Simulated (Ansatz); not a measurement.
A run on C₂H₂N₂Si, SMILES `N#C[SiH2]C#N` with other settings.

```yaml
crystal:
  periodic: [false, false, false]
  atoms:
    - {symbol: N, position_ang: [0.196264, -2.620459, 1.056268]}
    - {symbol: C, position_ang: [0.277015, -1.466552, 0.705599]}
    - {symbol: Si, position_ang: [0.443413, 0.381670, 0.171074]}
    - {symbol: C, position_ang: [-1.019879, 0.759110, -1.031277]}
    - {symbol: N, position_ang: [-1.926304, 1.022139, -1.786392]}
    - {symbol: H, position_ang: [0.313649, 1.282739, 1.422615]}
    - {symbol: H, position_ang: [1.780103, 0.569848, -0.585873]}
basis:
  gaussian: {orbitals: "6-31++G**"}
hamiltonian: {xc: {name: PBE0-DH}}
output: {forces: true}
```

```sh
$ ansatz run in.yaml --threads 4 --pin off --events-out ev --progress --plain --max-ram 10444MiB
```

Output, abridged:

```
Functional definition: PBE0-DH
991 factors; integrals over basis functions are off by at most 1.1e-3 eV
mean field evaluation 1: about -12943.1749 eV, gradient 4.7e1 eV
mean field evaluation 2: about -12943.6969 eV, gradient 4.6e1 eV
mean field evaluation 4: about -12948.4462 eV, gradient 1.2e1 eV
mean field evaluation 8: about -12948.7932 eV, gradient 4.8e-1 eV
mean field evaluation 16: about -12948.7939 eV, gradient 5.5e-5 eV
mean field -12948.79391766 eV, -475.8593994662 hartree, gradient 9.6e-7 eV, S^2 0.000000; 0 other end points of the search recorded, 0 dependent functions left out
9 core orbitals not correlated: weight in the atoms' cores, before any rotation towards them, 1.000 or more for the frozen orbitals, at most 0.000 for the correlated occupied ones
reference -12948.79395484 eV, -475.8594008326 hartree; 12, 12 occupied and 90, 90 virtual orbitals, 991 factors
second order -23.97455210 eV of doubles, -0.00000000 eV of singles
Total energy: -12951.79077385 eV, -475.9695319000 hartree
Atom 0 at     0.196264    -2.620459     1.056268 Å, force     0.354399     4.945589    -1.496929 eV/Å
Atom 1 at     0.277015    -1.466552     0.705599 Å, force    -0.243777    -3.390827     1.025862 eV/Å
Atom 2 at     0.443413     0.381670     0.171074 Å, force    -0.187672    -0.169378    -0.076931 eV/Å
Atom 3 at    -1.019879     0.759110    -1.031277 Å, force    -2.665632     0.765269    -2.217614 eV/Å
Atom 4 at    -1.926304     1.022139    -1.786392 Å, force     3.887455    -1.117504     3.234734 eV/Å
Atom 5 at     0.313649     1.282739     1.422615 Å, force     0.074948    -0.831261    -1.121160 eV/Å
Atom 6 at     1.780103     0.569848    -0.585873 Å, force    -1.219720    -0.201888     0.652038 eV/Å
Dipole moment:     0.603093     0.544277     0.247119 e Å
```

It took 3.6 s on 4 threads of an Arm Neoverse V1 on a shared host, with 0.4 GiB of host memory at the peak.
